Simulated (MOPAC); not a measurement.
MOPAC input (AM1):

```
AM1 PRECISE GNORM=0.05 LET XYZ CHARGE=-1 GEO-OK AUX(PRECISION=9) THREADS=1
H2Cl3Si2

Si    2.34761100 1   -0.10348700 1    0.75809500 1
Si    0.13725100 1   -0.01916000 1    0.01919900 1
Cl   -0.48938200 1   -0.85754400 1   -1.84265800 1
Cl   -1.23811500 1   -0.93049100 1    1.36230500 1
Cl   -0.62344700 1    1.96073400 1   -0.14647300 1
H     2.38052200 1   -1.58998000 1    0.39867600 1
H     2.79746000 1    0.37117700 1   -0.62474800 1
```

From the output:

```
                                                       MOPAC v23.2.5 Linux

          FINAL HEAT OF FORMATION =       -154.37043 KCAL/MOL =    -645.88587 KJ/MOL

          COSMO AREA              =        165.54 SQUARE ANGSTROMS
          COSMO VOLUME            =        169.48 CUBIC ANGSTROMS

          GRADIENT NORM           =          0.04195          =       0.01586 PER ATOM
          IONIZATION POTENTIAL    =          3.198443 EV
          HOMO LUMO ENERGIES (EV) =         -3.198  2.981
          NO. OF FILLED LEVELS    =         16
          MOLECULAR WEIGHT        =        164.5458         POINT GROUP:  Cs

          MOLECULAR DIMENSIONS (Angstroms)

            Atom       Atom       Distance
            H     6   Cl     5     4.99431
            H     7   Cl     4     4.72913
           Cl     3    H     6     2.74767

          SCF CALCULATIONS        =         22

   ATOM   CHEMICAL          X               Y               Z
  NUMBER   SYMBOL      (ANGSTROMS)     (ANGSTROMS)     (ANGSTROMS)

     1      Si          2.31856549  *  -0.23839293  *   0.48776843  *
     2      Si          0.08243252  *  -0.02276313  *  -0.00996051  *
     3      Cl         -0.59901388  *  -0.82940433  *  -1.83340505  *
     4      Cl         -1.22563810  *  -0.93633069  *   1.36220759  *
     5      Cl         -0.60989809  *   1.95965994  *  -0.14906658  *
     6       H          2.82740173  *  -1.39297386  *   1.22495362  *
     7       H          3.28913464  *   0.77943966  *   0.09097308  *

                             CARTESIAN COORDINATES

   1   Si        2.318565488    -0.238392930     0.487768431
   2   Si        0.082432518    -0.022763130    -0.009960511
   3   Cl       -0.599013884    -0.829404327    -1.833405048
   4   Cl       -1.225638101    -0.936330687     1.362207587
   5   Cl       -0.609898087     1.959659938    -0.149066583
   6    H        2.827401731    -1.392973856     1.224953617
   7    H        3.289134637     0.779439664     0.090973079

           Empirical Formula: H2 Si2 Cl3  =     7 atoms

      MOLECULAR POINT GROUP   :   Cs

                  EIGENVALUES
 -33.05699 -32.98422 -32.82041 -13.76548 -11.59162 -11.42554 -10.55430  -8.91283
  -8.86330  -8.82979  -8.55411  -8.39018  -8.37543  -7.58006  -6.41010  -3.19844
   2.98146   3.01320   3.36832   3.70604   6.66302   7.36639

              NET ATOMIC CHARGES AND DIPOLE CONTRIBUTIONS

  ATOM NO.   TYPE          CHARGE      No. of ELECS.   s-Pop       p-Pop
    1         Si          -0.629142        4.6291     0.83095     3.79820
    2         Si           0.892143        3.1079     0.89993     2.20793
    3         Cl          -0.391529        7.3915     1.98156     5.40997
    4         Cl          -0.374463        7.3745     1.98088     5.39359
    5         Cl          -0.374478        7.3745     1.98088     5.39360
    6          H          -0.061266        1.0613     1.06127
    7          H          -0.061265        1.0613     1.06126
 DIPOLE           X         Y         Z       TOTAL
 POINT-CHG.    -4.396     0.491    -0.849     4.504
 HYBRID        -1.009     0.094    -0.230     1.040
 SUM           -5.406     0.585    -1.080     5.544

          ATOMIC ORBITAL ELECTRON POPULATIONS

     Atom    s        px        py        pz
    1 Si   0.83095   0.96537   1.18990   1.64292
    2 Si   0.89993   0.93819   0.61699   0.65275
    3 Cl   1.98156   1.91575   1.88663   1.60758
    4 Cl   1.98088   1.76604   1.86857   1.75897
    5 Cl   1.98088   1.90904   1.53024   1.95432
    6  H   1.06127
    7  H   1.06126

 **********************
 *                    *
 * JOB ENDED NORMALLY *
 *                    *
 **********************

 == MOPAC DONE ==
```

The dipole moment of an ion depends on the origin.

The geometry given is a B3LYP-D3(BJ)/def2-TZVP minimum.
